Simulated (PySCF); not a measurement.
LDA on Ge⁻ (germanium, charge -1), [Ar] 3d10 4s2 4p3, high-spin 4S determinant. All numbers are calculated (PySCF 2.14, no relativity, point nucleus, in def2-QZVPPD (12s7p5d4f1g, 95 functions)).

```
cycle= 1 E= -2073.85493146856  delta_E= -0.0256  |g|= 0.28  |ddm|= 0.276
cycle= 2 E= -2073.84765267739  delta_E= 0.00728  |g|= 0.381  |ddm|= 0.164
cycle= 3 E= -2073.86233008181  delta_E= -0.0147  |g|= 0.0181  |ddm|= 0.105
cycle= 4 E= -2073.86248135792  delta_E= -0.000151  |g|= 0.00515  |ddm|= 0.038
cycle= 5 E= -2073.86249934797  delta_E= -1.8e-05  |g|= 6.32e-05  |ddm|= 0.00951
cycle= 6 E= -2073.86249934907  delta_E= -1.1e-09  |g|= 4.12e-06  |ddm|= 9.67e-05
cycle= 7 E= -2073.8624993491  delta_E= -2.41e-11  |g|= 1.72e-07  |ddm|= 1.09e-05
converged SCF energy = -2073.8624993491  <S^2> = 3.7505182  2S+1 = 4.0002591
```

Highest occupied orbital energy: 1.604 eV; ⟨L²⟩ = 0.00; populations by l: s 8.00, p 15.00, d 10.00, f 0.00.

**Question.** Can this result be used?

**Answer.** With care. Self-consistency was reached. At LDA the highest occupied level has a positive energy, so only the finite basis holds that electron; in a semilocal or global hybrid functional this comes from self-interaction and does not mean that the real anion is unbound.
